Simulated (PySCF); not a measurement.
C4H16Si4.
Numbering: `[SiH3:1][SiH2:2][SiH2:3][SiH2:4][CH:5]1[CH2:6][CH2:7][CH2:8]1`

Structure used (PBE0-D3(BJ)/def2-SVP), in Å, numbered top down from 1:
```
atom  x, y, z in Å
Si1    3.092    1.410   -0.567
Si2    2.204    0.787    1.514
Si3    1.480   -1.440    1.366
Si4    0.152   -1.575   -0.566
C5    -1.040   -0.113   -0.551
C6    -2.269   -0.078   -1.495
C7    -3.090    0.526   -0.341
C8    -2.019    0.025    0.644
H9     3.662    2.793   -0.536
H10    4.167    0.453   -0.972
H11    2.009    1.365   -1.600
H12    3.227    0.979    2.590
H13    1.032    1.671    1.816
H14    0.699   -1.812    2.589
H15    2.677   -2.335    1.276
H16    1.051   -1.540   -1.765
H17   -0.621   -2.859   -0.595
H18   -0.456    0.817   -0.662
H19   -2.175    0.503   -2.425
H20   -2.616   -1.091   -1.756
H21   -4.123    0.172   -0.202
H22   -3.105    1.626   -0.391
H23   -1.718    0.688    1.470
H24   -2.286   -0.955    1.073
```

Probes without a nucleus sit at each ring's centroid and 1 Å off its mean plane on both sides; NICS is minus the shielding there, NICSzz its component along the normal. Level: GIAO PBE0/pcSseg-1 (PySCF, non-relativistic, gas phase) on the PBE0-D3(BJ)/def2-SVP geometry, one conformer.

Ring bond lengths (Å), with Mayer bond orders in brackets: C5–C6 1.550 (1.00), C6–C7 1.540 (1.03), C7–C8 1.540 (1.03), C8–C5 1.550 (0.99).

Task: What do the NICS probes read (ppm)?

Result: 
```
       ring                                            type  NICS(0)  NICS(1), two faces  NICS(1)zz, two faces  rms pucker (Å)  centre to ring atoms, mean (Å)
C5–C6–C7–C8  4-membered carbocycle; formal bonds all single     -0.2         -0.9 / -0.4             5.1 / 5.5            0.12                            1.09
```

Task: What can be read from them?

Result: 
- C5–C6–C7–C8: mean NICS(1)zz 5.3 ppm, deshielded. C5, C6, C7, C8 have four or more neighbours, and the NICS criterion for π rings isn't applied.

Task: How shielded are the nuclei of the rings and their hydrogens (means over atoms taken as equivalent)?

Result: 
| atoms | environment | σ isotropic (ppm) | principal values of the symmetric part, first atom (ppm) |
| --- | --- | --- | --- |
| C5 | sp3 carbon bound to silicon | 165.6 | 148.9, 167.5, 180.3 |
| C6 (×2) | four-membered-ring carbon | 155.5 | 139.5, 148.4, 174.8 |
| C7 | four-membered-ring carbon | 158.5 | 141.6, 163.3, 170.7 |
| H18 | methine hydrogen | 29.38 | 25.4, 29.2, 33.6 |
| H19 (×2) | methylene hydrogen | 29.33 | 25.8, 26.2, 35.7 |
| H20 (×2) | methylene hydrogen | 29.38 | 26.0, 28.5, 33.4 |
| H21 | methylene hydrogen | 29.36 | 25.3, 25.7, 37.0 |
| H22 | methylene hydrogen | 29.03 | 26.2, 26.8, 34.1 |

Task: How do the values depend on the level or the medium?

Result: 
```tsv
level	NICS(0), C5–C6–C7–C8	mean NICS(1)zz, C5–C6–C7–C8
PBE0/pcSseg-1, gas	-0.2	5.3
wB97X-D/pcSseg-1, gas	-0.2	5.0
```

The geometry is the same throughout.

On one thread of an Arm Neoverse V2, no GPU (shared host), this took 57 s and 1.3 GiB of memory at its peak. This is the whole shielding run at PBE0/pcSseg-1, SCF included.
